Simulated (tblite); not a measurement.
Compound: C4H12NOPSi2.
Z-matrix (Å and degrees, GFN2-xTB geometry), rows numbered from 1:
```
O 
P   1  1.4648
N   2  1.6763  1  112.63
Si  3  1.7585  2  112.46  1     2.08
Si  3  1.7400  2  119.49  1  -177.30
C   2  1.8116  1  116.76  3   125.99
C   6  1.3243  2  111.16  1   127.67
C   7  1.5009  6  118.03  2     2.75
C   8  1.5281  7  108.66  6   -14.05
H   4  1.4625  3  103.16  2   178.85
H   4  1.4587  3  109.05  2    60.87
H   4  1.4596  3  109.09  2   -63.39
H   5  1.4694  3  109.47  2    69.72
H   5  1.4650  3  109.76  2   -50.97
H   5  1.4565  3  105.19  2  -171.02
H   6  1.0775  2  123.47  1   -50.08
H   7  1.0815  6  124.01  2  -178.96
H   8  1.0951  7  108.30  6   106.48
H   8  1.0933  7  110.26  6  -136.51
H   9  1.0926  2  105.11  1   -18.07
H   9  1.0892  2  112.79  1    99.56
```

Calculated harmonic vibrations of the isolated species, GFN2-xTB (tblite), most abundant isotopes, no scaling. This tight-binding method is rough: wavenumbers can miss measured ones by several per cent, in bad cases by 10 to 20. Modes of hydrogen on silicon can be 10 to 20 % off. One conformer, not necessarily the lowest.

Harmonic wavenumbers (cm⁻¹): 31.0, 96.4, 102.3, 133.1, 156.2, 159.6, 191.8, 209.8, 242.8, 300.5, 347.9, 390.9, 460.9, 516.6, 576.8, 577.9, 589.3, 611.7, 632.2, 712.4, 726.4, 752.3, 758.8, 759.0, 770.0, 784.4, 795.9, 820.5, 829.6, 889.1, 927.8, 940.3, 950.3, 1005.6, 1037.5, 1095.3, 1108.6, 1163.9, 1219.8, 1258.8, 1284.2, 1304.7, 1435.1, 1466.5, 1662.6, 2198.6, 2241.8, 2266.1, 2289.7, 2297.8, 2321.0, 2929.2, 2960.3, 2966.5, 2991.6, 3058.7, 3094.3.

A = 1542, B = 897.4, C = 688.3 MHz; mass 177.020 u (most abundant isotopes); point group C1, symmetry number 1.

Problem. What is the zero-point energy?

Solution. ½Σν̃ = 32201 cm⁻¹ = 385.21 kJ/mol.

Problem. Entropy at 298.15 K, 1 bar (ideal gas, RRHO, classical rotation)?

Solution. Translation 173.41, rotation 126.37, vibration 156.44: S = 456.2 J/(mol K).

Problem. And Cp and H(298.15 K) − H(0)?

Solution. Cp = 203.98 J/(mol K), of which vibrations give 170.72 (their classical limit is 57 R = 473.9); H(298.15 K) − H(0) = 34.99 kJ/mol without the zero-point energy, 25.08 from vibrations.

Problem. How do the functions run with temperature in this model?

Solution. 
```
T (K)  S (J/(mol K))  Cp (J/(mol K))  H − H(0) (kJ/mol)  G − H(0) (kJ/mol)  ln q(vib)
  100          307.1            90.6               5.93             -24.78       2.12
  200          386.8           146.7              17.75             -59.62       5.39
  300          457.5           205.0              35.37            -101.87       8.76
  500          584.6           293.4              85.90            -206.41      15.53
  800          741.0           370.2             186.59            -406.18      25.06
 1000          827.2           402.3             264.02            -563.20      30.84
```

q(vib) and H(0) count from the zero-point level.

Problem. Which modes carry the vibrational entropy at 298.15 K?

Solution. 31.0 cm⁻¹: 24.12; 96.4 cm⁻¹: 14.75; 102.3 cm⁻¹: 14.27; 133.1 cm⁻¹: 12.14; 156.2 cm⁻¹: 10.86; 159.6 cm⁻¹: 10.69 J/(mol K); the other 51 give 69.62 together.

Problem. Blend soft modes into free rotors: weight 1/[1 + (100 cm⁻¹/ν̃)⁴] for the oscillator and the rest for a rotor with moment μB/(μ + B), μ = h/(8π²ν), B = 10⁻⁴⁴ kg m². What vibrational entropy results?

Solution. 146.19 J/(mol K) in place of 156.44, which changes −T·S at 298.15 K by +3.06 kJ/mol.

Hindered rotation and anharmonicity are outside this model. Other conformers, if any are populated, would add a mixing term that is left out. The structure is chiral; the term R ln 2 for an equal mix with its mirror image is left out.
